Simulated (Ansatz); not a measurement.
Reaction (redistribution): `N[SiH2]O[SiH2]N` + `[SiH3]C[O][SnH3]` → `N[SiH2]OC[SiH3]` + `N[SiH2][O][SnH3]`

Program: Ansatz. Geometries: PBE0-D4/def2-TZVP. ΔE: electronic, gas phase. CCSD(T)/CBS is the MP2 limit (def2-TZVPP, def2-QZVPP) plus CCSD(T) − MP2 in def2-TZVPP, frozen cores. Functionals use def2-TZVPP. B3LYP here is the variant with VWN-RPA as its local correlation; programs differ in this. def2 core potentials past Kr. For Sn outer-core shells are correlated without core-valence functions, which leaves a few kJ/mol of doubt a bond. One conformer a species, not always the lowest.

```csv
level,ΔE (kcal/mol),difference from CCSD(T)/CBS
PBE-D4,-0.7,0.0
r2SCAN-D4,-0.8,-0.1
PBE0-D4,-0.8,-0.1
B3LYP-D4,-0.4,0.3
ωB97X-V,-1.1,-0.4
ωB97M-V,-1.2,-0.5
PBE,-0.2,0.5
r2SCAN,-0.7,0.0
PBE0,-0.4,0.3
HF/def2-TZVPP,0.1,0.8
SCS-MP2/def2-TZVPP,-0.7,0.0
HF/def2-QZVPP,0.2,0.9
MP2/def2-QZVPP,-0.7,0.0
SCS-MP2/def2-QZVPP,-0.6,0.1
HF/CBS(def2),0.2,0.9
MP2/CBS(def2),-0.7,0.0
CCSD(T)/CBS,-0.7,0
```

Largest T1 diagnostic among the species: 0.014.

The D4 term adds −0.8 kcal/mol with B3LYP and −0.4 kcal/mol with PBE0; it sums over pairs of atoms, weighted by their polarisabilities, and B3LYP, whose exchange is more repulsive, gets the larger term. In def2-TZVPP, CCSD(T) changes the Hartree–Fock value by −1.0 kcal/mol (the triples alone add −0.2 kcal/mol) and MP2 by −0.9 kcal/mol.

CCSD(T)/CBS has its own doubt, a few kJ/mol and more with outer-core shells, so smaller differences from it don't rank the levels.
